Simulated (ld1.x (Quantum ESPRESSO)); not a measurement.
nickel (Ni), RRKJ: configuration errors across variants

* Element: Ni (Z = 28)
* Generator: ld1.x (Quantum ESPRESSO) 7.5
* Type: norm-conserving RRKJ (Kleinman–Bylander form)
* Functional: PBE
* Relativity: scalar-relativistic
* Frozen core: [Ne] 3s2
* Valence charge: 16
* Reference configuration: 3p6 3d8 4s0 4p0 (charge +2)
* Partial waves: 3p (bound): rc 1.20 bohr; 3d (bound): rc 1.35 bohr; 4s (bound, empty): rc 2.00 bohr
* Local potential: the s channel
* Core correction: none
* rho0: 0.001

All-electron excitation energies from the reference (eV): (1) 3p6 3d8 4s1 4p0 -17.351; (2) 3p6 3d7 4s0 4p0 37.467; (3) 3p6 3d8 4s0 4p2 -17.171; (4) 3p5 3d8 4s2 4p0 52.851; (5) 3p6 3d8 4s0 4p1 -11.667; (6) 3p6 3d7 4s2 4p1 -16.128.

Tests that are not counted but printed errors over 1 eV. “all radii scaled by about 1.21 (s 2.42, p 1.46, d 1.64 bohr)”: 3p6 3d8 4s2 4p0 (pseudo-atom not self-consistent, printed error -2294 eV).

Errors AE − PS in meV (a dash: test not solved or not reliable):

| change | (1) | (2) | (3) | (4) | (5) | (6) | bound ghosts |
| --- | --- | --- | --- | --- | --- | --- | --- |
| base | +0.4 | -263 | -1565 | -910 | -1165 | -1259 | none |
| all radii scaled by about 0.77 (s 1.54, p 0.92, d 1.04 bohr) | +2.6 | -335 | -1451 | -611 | -1082 | -1242 | none |
| all radii scaled by about 0.89 (s 1.78, p 1.06, d 1.20 bohr) | -0.6 | -305 | -1551 | -817 | -1155 | -1310 | none |
| all radii scaled by about 1.14 (s 2.28, p 1.36, d 1.54 bohr) | +3.4 | -169 | -1564 | -962 | -1167 | -1060 | none |
| all radii scaled by about 1.21 (s 2.42, p 1.46, d 1.64 bohr) | +2.4 | -128 | -1565 | -906 | -1171 | -948 | none |

(1) Give the same row for: all radii scaled by about 1.35 (s 2.70, p 1.62, d 1.82 bohr).

Answers

(1) -7.6, -11, –, -680, -1197, -721; bound ghosts: none. Not counted: 3p6 3d8 4s2 4p0 (pseudo-atom not self-consistent, printed error -2793 eV); 3p6 3d8 4s0 4p2 (solver errors, printed error -3161 eV).
